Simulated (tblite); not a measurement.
C₇H₈NOP.
Z-matrix (Å and degrees, GFN2-xTB geometry), rows numbered from 1:
```
C 
C   1  1.4974
O   2  1.2130  1  124.41
C   2  1.4812  1  116.96  3   179.99
N   4  1.3176  2  118.84  1     0.04
C   5  1.3178  4  122.87  2  -179.98
C   6  1.4972  5  116.19  4  -180.00
C   6  1.4011  5  123.57  4    -0.04
C   8  1.3741  6  122.93  5     0.02
P   9  1.7477  8  125.07  6     0.00
H   1  1.0875  2  109.08  3  -121.36
H   1  1.0863  2  110.47  3     0.06
H   1  1.0875  2  109.12  3   121.49
H   7  1.0890  6  110.36  5   120.03
H   7  1.0889  6  110.39  5  -120.66
H   7  1.0860  6  109.52  5    -0.27
H   8  1.0825  6  117.73  5  -179.96
H   9  1.0836  8  118.28  6   179.96
```

Level: GFN2-xTB in tblite, geometry and Hessian alike; calculated harmonic values, unscaled, isolated species. The method is semi-empirical: single wavenumbers can be off by several per cent or more. One conformer, not necessarily the lowest.

Harmonic wavenumbers (cm⁻¹): 38.6, 73.9, 79.6, 90.1, 135.7, 158.5, 290.7, 311.4, 315.2, 388.1, 412.1, 456.8, 567.1, 590.9, 620.5, 629.1, 781.1, 782.0, 802.8, 918.7, 939.7, 969.3, 984.6, 1005.6, 1020.3, 1041.7, 1182.0, 1219.3, 1244.4, 1339.7, 1363.0, 1371.1, 1394.2, 1438.2, 1440.4, 1447.2, 1468.6, 1481.8, 1544.9, 1715.2, 3010.5, 3021.2, 3031.7, 3031.8, 3040.6, 3051.3, 3059.6, 3064.3.

A = 1789, B = 1012, C = 651.3 MHz; mass 153.034 u (most abundant isotopes); point group Cs, symmetry number 1.

**Question.** What is the zero-point energy?

**Answer.** Half the sum of the wavenumbers: 29183 cm⁻¹ = 349.10 kJ/mol.

**Question.** Entropy at 200 K, 1 bar (ideal gas, RRHO, classical rotation)?

**Answer.** Translation 163.30, rotation 120.50, vibration 92.72: S = 376.5 J/(mol K).

**Question.** And Cp and H(200 K) − H(0)?

**Answer.** Cp = 124.56 J/(mol K), of which vibrations give 91.30 (their classical limit is 48 R = 399.1); H(200 K) − H(0) = 16.36 kJ/mol without the zero-point energy, 9.71 from vibrations.

**Question.** Which modes carry the vibrational entropy at 200 K?

**Answer.** 38.6 cm⁻¹: 18.99; 73.9 cm⁻¹: 13.66; 79.6 cm⁻¹: 13.06; 90.1 cm⁻¹: 12.06; 135.7 cm⁻¹: 8.84; 158.5 cm⁻¹: 7.66 J/(mol K); the other 42 give 18.44 together.

**Question.** How do the functions run with temperature in this model?

**Answer.** 
| T (K) | S (J/(mol K)) | Cp (J/(mol K)) | H − H(0) (kJ/mol) | G − H(0) (kJ/mol) | ln q(vib) |
| --- | --- | --- | --- | --- | --- |
| 100 | 305.8 | 84.1 | 5.93 | -24.65 | 2.29 |
| 300 | 434.8 | 165.7 | 30.87 | -99.56 | 8.16 |
| 500 | 537.2 | 237.9 | 71.60 | -197.01 | 13.59 |
| 800 | 665.4 | 306.3 | 154.24 | -378.11 | 21.17 |
| 1000 | 737.1 | 335.0 | 218.54 | -518.52 | 25.79 |

q(vib) and H(0) count from the zero-point level.

**Question.** What must be added to the electronic energy to get the Gibbs energy at 200 K and 1 bar?

**Answer.** ZPE + [H(200 K) − H(0)] − T·S = 349.10 + 16.36 − 75.30 = 290.16 kJ/mol.

**Question.** Blend soft modes into free rotors: weight 1/[1 + (100 cm⁻¹/ν̃)⁴] for the oscillator and the rest for a rotor with moment μB/(μ + B), μ = h/(8π²ν), B = 10⁻⁴⁴ kg m². What vibrational entropy results?

**Answer.** 84.57 J/(mol K) in place of 92.72, which changes −T·S at 200 K by +1.63 kJ/mol.

Hindered rotation and anharmonicity are outside this model. Other conformers, if any are populated, would add a mixing term that is left out.
